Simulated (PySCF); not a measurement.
Si(H)(F)(Cl)(OH) (ClFH₂OSi), SMILES O[SiH](F)Cl. Heavy atoms are numbered as in [SiH:1]([OH:2])([F:3])[Cl:4]. Hydrogens are named by the atom that carries them.

Geometry optimised at PBE-D3(BJ)/def2-SVP. Other conformers were not sampled.

Computed with ωB97X/def2-TZVPD run with PySCF.

Mulliken values depend strongly on the basis, most of all with diffuse functions as here. ESP charges are fitted to the potential on shells at 1.4 to 2.0 van der Waals radii. Atomic charges (e), one atom of each kind:

| atom | Mulliken | ESP fit |
|---|---|---|
| Si1 (SiH) | 0.69 | … |
| O2 (OH) | -0.41 | … |
| F3 | -0.27 | … |
| Cl4 | -0.25 | -0.15 |
| H on Si1 | -0.07 | 0.03 |
| H on O2 | 0.31 | 0.42 |

Q: What belongs in the gaps? (Estimate from the structure and the level; the computed values follow.)

A: 
- Si1 (SiH), ESP fit: 0.46
- O2 (OH), ESP fit: -0.55
- F3, ESP fit: -0.21
